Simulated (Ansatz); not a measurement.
Consider the formal hydrolysis of a C–Al bond: `[F][Al]([F])[CH]1CC1` + H₂O → `OC1CC1` + `[F][AlH][F]`.

Calculated with Ansatz (gas phase, PBE0-D4/def2-TZVP geometries, no zero-point term in ΔE). CCSD(T)/CBS adds triple-zeta CCSD(T) − MP2 to the extrapolated MP2 energy (def2 sets, frozen cores). This one scheme is used for every species. DFT in def2-TZVPP. Each species was taken in one conformer, which may not be the lowest.

```tsv
species	PBE energy (Eh)
`[F][Al]([F])[CH]1CC1`	-559.23061
H₂O	-76.38007
`OC1CC1`	-192.94790
`[F][AlH][F]`	-442.63186
```

Q: Work out ΔE.

A: ΔE = (-192.94790) + (-442.63186) − (-559.23061) − (-76.38007) = 0.03092 Eh = +0.84 eV. CCSD(T)/CBS gives +0.97 eV.

Largest T1 diagnostic among the species: 0.013.

The D4 term adds +0.06 eV with B3LYP and +0.03 eV with PBE0; it sums over pairs of atoms, weighted by their polarisabilities, and B3LYP, whose exchange is more repulsive, gets the larger term. In def2-TZVPP, CCSD(T) changes the Hartree–Fock value by +0.19 eV (the triples alone add +0.02 eV) and MP2 by +0.28 eV.

B3LYP here is the variant with VWN-RPA as its local correlation; programs differ in this.
